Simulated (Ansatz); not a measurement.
`[F][Sn]([F])([F])[Br]` + H₂ → `[F][SnH]([F])[F]` + HBr at 298.15 K and 1 bar (hydrogenolysis of the Sn–Br bond).

Isolated molecules relaxed with PBE0-D4/def2-TZVP in Ansatz; ΔE leaves out vibrations. CCSD(T)/CBS adds triple-zeta CCSD(T) − MP2 to the extrapolated MP2 energy (def2 sets, frozen cores). This one scheme is used for every species. Elements past krypton have def2 core potentials. For Br, Sn outer-core shells are correlated without core-valence functions, which leaves a few kJ/mol of doubt a bond. Scalar relativity is left out up to krypton.

| species | CCSD(T)/CBS energy (Eh) | H − E (kJ/mol) | S (J/(mol·K)) |
| --- | --- | --- | --- |
| `[F][Sn]([F])([F])[Br]` | -3086.86202 | 38.7 | 358.5 |
| H₂ | -1.17544 | 35.1 | 130.4 |
| `[F][SnH]([F])[F]` | -514.09299 | 50.3 | 312.4 |
| HBr | -2573.91920 | 24.6 | 198.6 |

H − E and S are ideal-gas, rigid-rotor, harmonic terms from PBE0-D4/def2-TZVP. The MP2-based limit puts H₂ 0.8 mEh under its directly extrapolated value; such offsets cancel only in part. 1 Eh = 2625.50 kJ/mol, R = 8.31446 J/(mol·K).

Task: By hand: ΔE, ΔH, ΔS and ΔG.

Result: ΔE = (-514.09299) + (-2573.91920) − (-3086.86202) − (-1.17544) = 0.02527 Eh = 66.3 kJ/mol. Δ(H − E) = 50.3 + 24.6 − 38.7 − 35.1 = 1.1, so ΔH = 67.4 kJ/mol. ΔS = 312.4 + 198.6 − 358.5 − 130.4 = 22.1 J/(mol·K). ΔG = 67.4 − 298.15 × (22.1)/1000 = 60.8 kJ/mol.

Task: By hand: the equilibrium constant, and the temperature at which ΔG would vanish if ΔH and ΔS stayed fixed.

Result: log₁₀ K = −ΔG/(RT ln 10) = -10.7. ΔG = 0 at ΔH/ΔS = 3050 K, far beyond where these terms or the molecules hold.

ΔH outweighs TΔS. A doubt of 5 kJ/mol in ΔE shifts log₁₀ K by 0.9 here. These are equilibria of isolated gas molecules and say nothing of rates. Largest T1 diagnostic: 0.015 (customary marks: 0.02 for closed shells, 0.045 for open ones).
